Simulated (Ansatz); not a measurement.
Gas-phase electronic energies from Ansatz, PBE0-D4/def2-TZVP geometries. CCSD(T)/CBS adds triple-zeta CCSD(T) − MP2 to the extrapolated MP2 energy (def2 sets, frozen cores). DFT in def2-TZVPP. Each species was taken in one conformer, which may not be the lowest.

`C[SiH](N)[AlH2]` + `O[SiH2]OCS` → `C[SiH](N)CS` + `O[SiH2][O][AlH2]`  (redistribution)

CCSD(T)/CBS gives -263.8 kJ/mol.

Q: Another level gave -240.6 kJ/mol. Which?
A. B2PLYP/def2-TZVPP
B. ωB97X-V/def2-TZVPP
C. PBE0/def2-TZVPP
D. MP2/def2-TZVPP

A: C. PBE0 -240.6, ωB97X-V -252.5, B2PLYP -263.1, MP2/def2-TZVPP -277.2 kJ/mol.

Largest T1 diagnostic among the species: 0.012.

From PBE to PBE0 (25 % exact exchange), in def2-TZVPP and without D4, ΔE moves by −11.6 kJ/mol.
